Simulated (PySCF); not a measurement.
fluoro(silylmethyl)silane (CH₇FSi₂), SMILES F[SiH2]C[SiH3].

Coordinates come from a PBE-D3(BJ)/def2-SVP optimisation. The values are those of a single conformer.

Method: TDA-B3LYP/def2-SVPD (PySCF 2.14.0).

Vertical excitations. The molecule is in vacuum.

Computed UV-visible absorptions:
```json
[
 {"state": "S1", "energy (eV)": "7.50", "λ (nm)": "165", "f": "0.066", "main pairs": "HOMO→LUMO 96 %"},
 {"state": "S2", "energy (eV)": "7.78", "λ (nm)": "159", "f": "0.044", "main pairs": "HOMO→LUMO+1 96 %"},
 {"state": "S3", "energy (eV)": "7.85", "λ (nm)": "158", "f": "0.008", "main pairs": "HOMO−1→LUMO 84 %"},
 {"state": "S4", "energy (eV)": "8.17", "λ (nm)": "152", "f": "0.007", "main pairs": "HOMO−1→LUMO+1 90 %"},
 {"state": "S5", "energy (eV)": "8.29", "λ (nm)": "149", "f": "0.024", "main pairs": "HOMO−2→LUMO 86 %"},
 {"state": "S6", "energy (eV)": "8.33", "λ (nm)": "149", "f": "0.009", "main pairs": "HOMO−3→LUMO 61 %, HOMO−2→LUMO+1 18 %"},
 {"state": "S7", "energy (eV)": "8.39", "λ (nm)": "148", "f": "0.003", "main pairs": "HOMO−2→LUMO+1 65 %, HOMO−3→LUMO 20 %"},
 {"state": "S8", "energy (eV)": "8.53", "λ (nm)": "145", "f": "0.014", "main pairs": "HOMO−3→LUMO+1 59 %, HOMO→LUMO+2 20 %, HOMO→LUMO+3 13 %"},
 {"state": "S9", "energy (eV)": "8.61", "λ (nm)": "144", "f": "0.036", "main pairs": "HOMO→LUMO+2 72 %, HOMO−3→LUMO+1 14 %"},
 {"state": "S10", "energy (eV)": "8.64", "λ (nm)": "144", "f": "0.065", "main pairs": "HOMO→LUMO+4 54 %, HOMO→LUMO+3 34 %"},
 {"state": "T1", "energy (eV)": "7.12", "λ (nm)": "174", "f": "0", "main pairs": "HOMO→LUMO 91 %"},
 {"state": "T2", "energy (eV)": "7.42", "λ (nm)": "167", "f": "0", "main pairs": "HOMO→LUMO+1 86 %"},
 {"state": "T3", "energy (eV)": "7.44", "λ (nm)": "167", "f": "0", "main pairs": "HOMO−1→LUMO 63 %, HOMO−3→LUMO 20 %"},
 {"state": "T4", "energy (eV)": "7.82", "λ (nm)": "159", "f": "0", "main pairs": "HOMO−1→LUMO+1 78 %"}
]
```
Triplets are in the Tamm–Dancoff approximation.
